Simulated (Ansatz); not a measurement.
Consider the ligand exchange at the Sc–O bond: `C[O][Sc]([CH3])[F]` + HCl → `[CH3][Sc]([F])[Cl]` + CH₃OH.

Program: Ansatz. Geometries: PBE0-D4/def2-TZVP. ΔE: electronic, gas phase. CBS: MP2 limit from def2 TZ/QZ plus the TZ coupled-cluster correction, frozen cores. This one scheme is used for every species. DFT in def2-TZVPP. HSE06 is defined as in plane-wave codes. For Sc outer-core shells are correlated without core-valence functions, which leaves a few kJ/mol of doubt a bond. Scalar relativity is left out up to krypton. Each species was taken in one conformer, which may not be the lowest.

| level | ΔE (kJ/mol) |
| --- | --- |
| HSE06 | -42.6 |
| RPA@PBE/def2-TZVPP | -30.6 |

Task: What does CCSD(T)/CBS give? (Best estimate.)

Result: The calculation gave: -34.0 kJ/mol. The listed levels differ from it by -8.6, 3.4 kJ/mol.

Largest T1 diagnostic among the species: 0.015.

From r2SCAN to r2SCAN0 (25 % exact exchange), in def2-TZVPP and without D4, ΔE moves by −4.1 kJ/mol. Leaving LDA and LC-ωPBE aside and taking each functional with its dispersion term where it has one, the values, not all of them listed here, spread over 15.3 kJ/mol, from r2SCAN0-D4 to BLYP-D4. LDA lies +8.6 kJ/mol from PBE without D4. At CCSD(T), def2-SVP lies +19.7 kJ/mol from the extrapolated value and def2-TZVPP +1.4 kJ/mol.

CCSD(T)/CBS has its own doubt, a few kJ/mol and more with outer-core shells, so smaller differences from it don't rank the levels.
